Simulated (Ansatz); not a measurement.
Compare A (`CN(C)[Si]F`) with its isomer B (`N/C(F)=C/[SiH3]`).

Calculated with Ansatz (gas phase, PBE0-D4/def2-TZVP geometries, no zero-point term in ΔE). CCSD(T)/CBS is the MP2 limit (def2-TZVPP, def2-QZVPP) plus CCSD(T) − MP2 in def2-TZVPP, frozen cores. Functionals use def2-TZVPP. B3LYP here is the variant with VWN-RPA as its local correlation; programs differ in this. Each species was taken in one conformer, which may not be the lowest.

A:

```xyz
11

C     0.032   -0.401    1.341
N     0.004    0.346    0.103
C    -0.028   -0.485   -1.079
Si    0.010    2.054    0.183
F    -0.028    2.412   -1.402
H     0.055    0.284    2.193
H     0.919   -1.043    1.396
H    -0.855   -1.038    1.439
H     0.854   -1.135   -1.120
H    -0.047    0.135   -1.974
H    -0.916   -1.128   -1.079
```

B:

Z-matrix (Å, degrees):
```
Si
C 1 1.844
H 1 1.487 2 107.9
H 1 1.489 2 112.4 3 119.2
H 1 1.489 2 112.6 3 -119.4
C 2 1.334 1 123.5 3 179.7
H 2 1.084 1 120.0 3 0.5
F 6 1.340 2 120.1 1 2.1
N 6 1.364 2 130.1 1 -174.7
H 9 1.005 6 115.8 2 -15.9
H 9 1.007 6 115.6 2 -154.2
```

(1) Which isomer does CCSD(T)/CBS put lower? Give the gap. (Estimate.)

(2) Give E(B) − E(A) in kJ/mol with CCSD/def2-TZVPP, HF/def2-TZVPP, B2PLYP, MP2/def2-TZVPP, PBE-D4, ωB97M-V, B3LYP. (An estimate is asked.)

Largest T1 diagnostic: 0.013.

## Answers

(1) Computed: A, by 210.4 kJ/mol.

(2) The calculation gave: CCSD/def2-TZVPP 208.7, HF/def2-TZVPP 183.8, B2PLYP 202.6, MP2/def2-TZVPP 210.4, PBE-D4 190.2, ωB97M-V 206.3, B3LYP 196.1. None reverses the order clearly.

In def2-TZVPP, CCSD(T) changes the Hartree–Fock value by +23.8 kJ/mol (the triples alone add −1.1 kJ/mol) and MP2 by +26.6 kJ/mol. The D4 term adds +4.2 kJ/mol with B3LYP and +2.1 kJ/mol with PBE0; it sums over pairs of atoms, weighted by their polarisabilities, and B3LYP, whose exchange is more repulsive, gets the larger term.
